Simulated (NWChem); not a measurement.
CH₇NSi₂; SMILES [SiH3]/C=N\[SiH3]

```xyz
11

Si     0.3503     1.7995     0.0000
C     -1.1132     0.5549     0.0000
N     -1.0354    -0.7111     0.0000
Si     0.3654    -1.7727     0.0000
H      1.1925     1.5669     1.2129
H     -0.1637     3.2010     0.0000
H      1.1925     1.5669    -1.2129
H     -2.1346     0.9984     0.0000
H      1.2042    -1.5421     1.2196
H      1.2042    -1.5421    -1.2196
H     -0.1084    -3.1828     0.0000
```
Atoms are numbered in this order, from 1.

This is a stationary point of PBE0/def2-SVP (NWChem), point group Cs. 

Question: Is it a minimum? If not, what does it relax to?

Answer: No. It has an imaginary frequency of 125i cm⁻¹. Following that mode (on a finer grid) lowers the energy by 1.5 kcal/mol and ends, with real frequencies alone, at point group Cs:
```xyz
11

Si     0.3805     1.8113    -0.2133
C     -1.0309     0.5702     0.2032
N     -0.9569    -0.6916     0.3045
Si     0.4011    -1.7832     0.1159
H      1.4632     1.7248     0.8127
H     -0.1908     3.1908    -0.2193
H      0.9573     1.5048    -1.5571
H     -2.0300     1.0306     0.3738
H      0.5560    -2.5192     1.4027
H      1.7037    -1.1148    -0.2242
H      0.0491    -2.7396    -0.9718
```
